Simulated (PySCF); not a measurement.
Isomers of CH9NSi2. Isolated molecules, 0 K electronic values unless said otherwise. One relaxed conformer stands for each flexible species; it need not be the lowest. Strings in code marks are SMILES.

The vertical ionisation energy (Delta-SCF) from two functionals at the same geometries (PBE0-D4/def2-TZVP), both in PySCF: PBE-D3(BJ)/def2-TZVP and B3LYP-D3(BJ)/def2-TZVP. B3LYP has the VWN-RPA correlation part, as in Gaussian. Delta-SCF ions had no search for a lower state. 

```
species                                     PBE-D3(BJ)/def2-TZVP (eV)
------------------------------------------  -------------------------
`C[Si@@H](N)[SiH3]`                                              8.73
`[SiH2](N[SiH3])C` (C–Si–N–Si torsion 75°)                       8.95
`CN([SiH3])[SiH3]`                                               8.73
`[SiH3]NC[SiH3]` (Si–C–N–Si torsion 155°)                        8.60
```

Question: What does B3LYP-D3(BJ)/def2-TZVP give for each?

Answer: 
- `C[Si@@H](N)[SiH3]`: 9.02
- `[SiH2](N[SiH3])C` (C–Si–N–Si torsion 75°): 9.26
- `CN([SiH3])[SiH3]`: 8.96
- `[SiH3]NC[SiH3]` (Si–C–N–Si torsion 155°): 8.81
Over these rows, drawn at random from the members with no instability flagged (it was tested for open shells, ions and some series alone), PBE minus B3LYP-D3(BJ): mean -0.26 eV, from -0.31 eV to -0.21 eV.
